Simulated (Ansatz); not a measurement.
This Ansatz (an electronic-structure program) input (PBE0/def2-SV(P)) gives -99.83162 Eh with 28 basis functions. A basis named .json is the Basis Set Exchange file of that set (core-valence sets with the plain set on hydrogen).

Ansatz 0.2 input:
```yaml
crystal:
  periodic: [false, false, false]
  atoms:
    - {symbol: B, position_ang: [-0.00000000, -0.00000000, -0.73975084]}
    - {symbol: O, position_ang: [0.00000000, 0.00000000, 0.46234428]}
basis:
  gaussian:
    orbitals: def2-SV_P_.json
hamiltonian:
  xc: {name: PBE0}
magnetization: {spin_polarized: true, initial_magnetization: 1}
```

Change:
```diff
- orbitals: def2-SV_P_.json
+ orbitals: jun-cc-pV_T+d_Z.json
```

Task: What does the run give now?

Result: -99.94455 Eh (PBE0/jun-cc-pV(T+d)Z, 78 functions), a change of -112.93 mEh.
